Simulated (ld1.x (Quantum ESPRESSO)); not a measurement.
**Building the TM potential for cobalt (Co) (PBE, scalar-relativistic).**

Input for ld1.x (Quantum ESPRESSO) 7.5:

```
&input
   title='Co', zed=27., rel=1, dft='PBE', iswitch=3,
   config='[Ar] 3d7.5 4s1.5 4p0',
   nld=3, rlderiv=2.85, eminld=-7.0, emaxld=5.0, deld=0.02
 /
 &inputp
   pseudotype=2, tm=.true., lloc=-1, rcloc=2.20,
   nlcc=.true., new_core_ps=.true., rcore=0.90,
   file_pseudopw='Co.UPF', file_wfcaegen='ae.wfc', file_wfcncgen='nc.wfc', file_beta='beta', file_chi='chi'
 /
3
4S  1  0   1.50   0.00  2.60  2.60  0.0
3P  2  1   6.00   0.00  1.30  1.30  0.0
3D  3  2   7.50   0.00  1.60  1.60  0.0
 &test
   configts(1)='3p6 3d7.5 4s1.5 4p0'
 /
```

Command:

```bash
ld1.x < Co.in > Co.out
```

Resulting log (shortened: banner, matrices, multipoles, cross overlaps and the repeated all-electron block are left out):

```
Program LD1 v.7.5
     --------------------------- All-electron run ----------------------------

     Co
     scalar relativistic calculation

     atomic number is 27.00
     dft =PBE   lsd =0 sic =0 latt =0  beta=0.20 tr2=1.0E-14
     Exchange-correlation= PBE
                           (   1   4   3   4   0   0   0)
     mesh =1193 r(mesh) =  99.89935 a.u. xmin = -7.00 dx = 0.01250
     1 Ry =  13.60569312 eV, c = 137.03599908

     n l     nl                  e(Ry)          e(Ha)          e(eV)
     1 0     1S 1( 2.00)      -557.8930      -278.9465     -7590.5215
     2 0     2S 1( 2.00)       -65.8623       -32.9311      -896.1022
     2 1     2P 1( 6.00)       -56.3787       -28.1893      -767.0710
     3 0     3S 1( 2.00)        -7.3358        -3.6679       -99.8083
     3 1     3P 1( 6.00)        -4.6389        -2.3195       -63.1156
     3 2     3D 1( 7.50)        -0.4442        -0.2221        -6.0440
     4 0     4S 1( 1.50)        -0.3594        -0.1797        -4.8905
     4 1     4P 1( 0.00)        -0.0754        -0.0377        -1.0256

     final scf error:  6.3E-15 reached in  26 iterations

     Etot =   -2786.365447 Ry,   -1393.182723 Ha,  -37910.433198 eV

     Ekin =    2822.314687 Ry,    1411.157344 Ha,   38399.547529 eV
     Encl =   -6679.464472 Ry,   -3339.732236 Ha,  -90878.743838 eV
     Eh   =    1189.639724 Ry,     594.819862 Ha,   16185.873017 eV
     Exc  =    -118.855386 Ry,     -59.427693 Ha,   -1617.109906 eV

     normalization and overlap integrals

     s(1S/1S) =  1.000000  <r> =   0.0562  <r2> =    0.0042  r(max) =   0.0366
     s(2S/2S) =  1.000000  <r> =   0.2554  <r2> =    0.0770  r(max) =   0.2131
     s(2P/2P) =  1.000000  <r> =   0.2249  <r2> =    0.0621  r(max) =   0.1723
     s(3S/3S) =  1.000000  <r> =   0.7755  <r2> =    0.6950  r(max) =   0.6731
     s(3P/3P) =  1.000000  <r> =   0.8195  <r2> =    0.7940  r(max) =   0.6816
     s(3D/3D) =  1.000000  <r> =   1.1238  <r2> =    1.7576  r(max) =   0.6731
     s(4S/4S) =  1.000000  <r> =   3.0006  <r2> =   10.5685  r(max) =   2.3790
     s(4P/4P) =  1.000000  <r> =   4.7731  <r2> =   27.8398  r(max) =   3.4614

     ------------------------ End of All-electron run ------------------------

     --------------------- Generating NC pseudopotential ---------------------

      Generating local potential from pseudized AE potential:
      Matching radius rcloc =   2.2000

      Local pseudo, rcloc= 2.180 Estimated cut-off energy=     5.13 Ry

      Computing core charge for nlcc:

       r > 0.91 : true rho core
      Core charge pseudized with two Bessel functions
      Integrated core pseudo-charge :   2.84

      Wfc   4S  rcut= 2.596  Using Troullier-Martins method

      Wfc   3P  rcut= 1.289  Using Troullier-Martins method

      Wfc   3D  rcut= 1.615  Using Troullier-Martins method

     ------------------- End of pseudopotential generation -------------------

     Computing logarithmic derivative in   2.85175
     Computing logarithmic derivative in   2.85175
     Computing the partial wave expansion
     R is outside the sphere for l=    0 j= 0.00
     R is outside the sphere for l=    1 j= 0.00
     R is outside the sphere for l=    2 j= 0.00

     ---------------------- Testing the pseudopotential ----------------------

     Co
     scalar relativistic calculation

     atomic number is 27.00   valence charge is 15.00
     dft =PBE   lsd =0 sic =0 latt =0  beta=0.20 tr2=1.0E-14
     mesh =1193 r(mesh) =  99.89935 xmin = -7.00 dx = 0.01250

     n l     nl             e AE (Ry)        e PS (Ry)    De AE-PS (Ry)
     2 1     3P   1( 6.00)       -4.63891       -4.63892        0.00001
     3 2     3D   1( 7.50)       -0.44423       -0.44423        0.00000
     1 0     4S   1( 1.50)       -0.35944       -0.35944        0.00000
     3 1     4P   1( 0.00)       -0.07538       -0.06267       -0.01270  !

     eps = 3.3E-15  iter =  6

     Etot =   -2786.365447 Ry,   -1393.182723 Ha,  -37910.433198 eV
     Etotps =  -214.938089 Ry,    -107.469045 Ha,   -2924.381686 eV

     Ekin =     134.778282 Ry,      67.389141 Ha,    1833.751943 eV
     Encl =    -388.562271 Ry,    -194.281135 Ha,   -5286.659018 eV
     Ehrt =     184.495579 Ry,      92.247789 Ha,    2510.190229 eV
     Ecxc =     -31.568703 Ry,     -15.784351 Ha,    -429.514079 eV
     (Ecc =      -4.269994 Ry,      -2.134997 Ha,     -58.096233 eV)
     Epseu=    -114.080977 Ry,     -57.040488 Ha,   -1552.150760 eV

     ---------------------- End of pseudopotential test ----------------------
```

Generation and configuration tests took about 3.3 s on one core of a shared server CPU.
